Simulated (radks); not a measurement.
Polarisabilities and homonuclear dispersion coefficients (atomic units). Method: non-relativistic Kohn-Sham, PBE, spin-unpolarised, spherical densities, point nucleus; computed with a radial shooting solver on a logarithmic mesh with Libxc functionals. Response by self-consistent Sternheimer equations with the Hartree and adiabatic LDA kernel. For heavy and open-shell atoms this level of theory can miss by tens of per cent. "Uncoupled" leaves out the induced potential. Quadrupole and octupole values are given only where no p, d or f shell is open. The Sternheimer factor gamma scales a distant field gradient at the nucleus by 1 - gamma.

| species | configuration | alpha1 (bohr^3) | alpha1, uncoupled | alpha2 (bohr^5) | alpha3 (bohr^7) | C6 | C8 | Sternheimer gamma | recommended alpha1 |
|---|---|---|---|---|---|---|---|---|---|
| Cr2+ | [Ar] 3d4 | 4.954 | 6.136 | - | - | 14.79 | - | - | - |
| Kr3+ | [Ar] 3d10 4s2 4p3 | 5.634 | 9.139 | - | - | 22.52 | - | - | - |
| K+ | [Ar] | 5.722 | 8.840 | 18.24 | 124.0 | 24.52 | 431.7 | -19.5 | - |
| Tc+ | [Kr] 4d5 5s1 | 39.17 | 64.35 | - | - | 289.0 | - | - | - |
| Xe | [Xe] | 28.95 | 48.06 | 242.0 | 4106 | 309.3 | 13460 | -155 | 27.32 +/- 0.2 |

Recommended values: Schwerdtfeger and Nagle, table of static dipole polarisabilities (2023 update), measured or computed.

Beside tabulated values, note that relativity, absent from the non-relativistic runs, is large for the heavy elements, and spin-unpolarised runs miss the spin-polarisation part of the exchange energy of open shells.
